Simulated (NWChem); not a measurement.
# BHSeF$_{2}$; SMILES FB([SeH])F

```xyz
5

B      0.0047    -0.9491     0.0000
F      1.1359    -1.6238     0.0000
F     -1.1272    -1.6234     0.0000
Se     0.0601     0.9899     0.0000
H     -1.4037     1.1153     0.0000
```
Atoms are numbered in this order, from 1.

Results from NWChem. Pople sets run with spherical d functions. STO-3G and 3-21G are far too small for this property and stand as cheap habits. The geometry was optimised at PBE0/def2-SVP. Field at 589 nm.

### Question
Among these, which level gives the highest value of “anisotropy (bohr³)”?
(A) B3LYP/def2-SVPD
(B) B3LYP/6-31G*
(C) B3LYP/def2-SVP
(D) B3LYP/STO-3G

### Answer
D, B3LYP/STO-3G. Values: B3LYP/def2-SVPD 12.9; B3LYP/6-31G* 16.1; B3LYP/def2-SVP 17.0; B3LYP/STO-3G 18.0
